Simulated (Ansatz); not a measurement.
Basis sets compared for Ge3Se4. Total charge 0; singlet. Geometry PBE-D4/def2-SVP. Ansatz on 4 threads of Intel Xeon Platinum 8175M on a shared host; times are rough, and most runs start from earlier orbitals.

```xyz
7

Ge    1.2486   -0.4230    1.6439
Ge   -1.0583   -0.4672   -1.0409
Ge    0.9528    2.1257   -1.6960
Se    1.5353   -0.2121   -0.9525
Se   -1.3434    2.0280   -1.1421
Se   -0.0336   -2.5407    1.6575
Se   -1.3015   -0.5106    1.5301
```

Another isomer (singlet) lies 0.55 eV lower at PBE0-D4/def2-TZVP; other spin states weren't run for this one.

Binding counts from free atoms (Ge triplet, Se triplet) in the same basis, without a counterpoise term.

```csv
level,functions,energy (Eh),HOMO (eV),LUMO (eV),binding per atom (eV),wall time
PBE-D4/def2-SVP,224,-15833.1708,-5.43,-3.48,3.21,6.5 s
PBE0-D4/def2-SVP,224,-15833.6059,-6.36,-2.93,3.02,17 s
```

Q: Estimate the rows for PBE-D4/def2-TZVP (with forces), PBE0-D4/def2-TZVP.

A: 
```
                         level  functions  energy (Eh)  HOMO (eV)  LUMO (eV)  binding per atom (eV)  wall time
PBE-D4/def2-TZVP (with forces)        336  -15835.1317      -5.45      -3.52                   3.21       16 s
             PBE0-D4/def2-TZVP        336  -15835.5672      -6.35      -2.93                   3.04       51 s
```
